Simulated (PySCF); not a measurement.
Coordinates in bohr (charge 0 multiplicity 1):
```
Se    0.0000    0.0000    0.0000
Al    0.0000    0.0000    4.4597
Al    0.0000    0.0000   -4.4597
```

All numbers come from PBE0/[Se def2-TZVP, Al def2-TZVP], no relativity, density fitting, PySCF.

This geometry of Al₂Se is a stationary point at this level.

**Question.** What is the point group?

**Answer.** D∞h.

**Question.** Is it a minimum?

**Answer.** No: it has 2 imaginary modes (one degenerate set), at 45i cm⁻¹ (πu).

**Question.** List the harmonic modes with their infrared intensities.

**Answer.** 
```tsv
symmetry	ω (cm⁻¹)	IR (km/mol, summed over degenerate members)	type
πu	45i	–	bend
σg+	317	0.0	stretch
σu+	366	296	stretch
```

**Question.** What are the dipole moment and the gap between the highest occupied and lowest empty levels?

**Answer.** 0.00 D and 3.96 eV.

In D∞h the vibrations span πu + σg+ + σu+. The σg+ mode carries no infrared intensity, as symmetry demands. With a centre of inversion only u modes can be infrared active and only g modes Raman active.

Other isomers or separated fragments may lie lower. At this level a singlet minimum of C2v symmetry lies 12 kJ/mol below this structure.
